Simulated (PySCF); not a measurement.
A calculated (UHF, PySCF 2.14, cc-pVTZ-DK, scalar relativity by spin-free X2C-1e) atom or ion has these occupied shells.

```csv
shell,electrons,orbital energy (eV),"rms radius, mean of both spins (bohr)"
1s α,1,-11188.0,0.0542
1s β,1,-11187.9,0.0542
2s α,1,-1463.1,0.227
2s β,1,-1463.1,0.227
2p α,3,-1275.1,0.203
2p β,3,-1275.1,0.203
3s α,1,-210.66,0.668
3s β,1,-210.56,0.668
3p α,3,-150.91,0.701
3p β,3,-150.76,0.701
3d α,5,-52.676,0.813
3d β,5,-52.602,0.813
4s α,1,-24.577,2.24
4s β,1,-22.273,2.24
4p α,1,-15.566,2.77
```

(1) Name the element and its charge.

Results:

(1) Ge+ (germanium, charge +1), in [Ar] 3d10 4s2 4p1, 2P determinant.
